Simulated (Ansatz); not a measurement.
C5H6, SMILES `C#CC1CC1` (charge 0, multiplicity 1).

These are Ansatz (a program for electronic structure) with B3LYP/cc-pVTZ // B3LYP-D3(BJ)/def2-TZVP values and carry that method's errors.

Ansatz 0.2 input:
```yaml
crystal:
  periodic: [false, false, false]
  atoms:
    - { symbol: C, position_ang: [2.3128, -0.295704, -0.933197] }
    - { symbol: C, position_ang: [1.290368, -0.348136, -0.304502] }
    - { symbol: C, position_ang: [0.067518, -0.405455, 0.44016] }
    - { symbol: C, position_ang: [-0.766501, 0.847277, 0.621258] }
    - { symbol: C, position_ang: [-1.260161, -0.244288, -0.273289] }
    - { symbol: H, position_ang: [3.217668, -0.25103, -1.486775] }
    - { symbol: H, position_ang: [0.077666, -1.094822, 1.275616] }
    - { symbol: H, position_ang: [-0.392825, 1.751403, 0.162493] }
    - { symbol: H, position_ang: [-1.244219, 0.985738, 1.581115] }
    - { symbol: H, position_ang: [-2.079749, -0.861637, 0.067135] }
    - { symbol: H, position_ang: [-1.222568, -0.083347, -1.341097] }
basis:
  gaussian: { orbitals: cc-pVTZ }
hamiltonian:
  xc: b3lyp
```

Output:

```
Functional definition: B3LYP
1180 factors; their error is unknown
mean field evaluation 1: about -5272.3480 eV, gradient 6.4e1 eV
mean field evaluation 2: about -5267.9328 eV, gradient 7.5e1 eV
mean field evaluation 4: about -5281.9422 eV, gradient 8.4e0 eV
mean field evaluation 8: about -5282.0848 eV, gradient 3.8e-1 eV
mean field evaluation 16: about -5282.0850 eV, gradient 2.1e-5 eV
mean field -5282.08504254 eV, -194.1130449875 hartree, gradient 2.1e-5 eV, S^2 0.000000; 0 other end points of the search recorded, 0 dependent functions left out
reference -5282.08528913 eV, -194.1130540494 hartree; 18, 18 occupied and 216, 216 virtual orbitals, 1180 factors
Total energy: -5282.08528913 eV, -194.1130540494 hartree
```
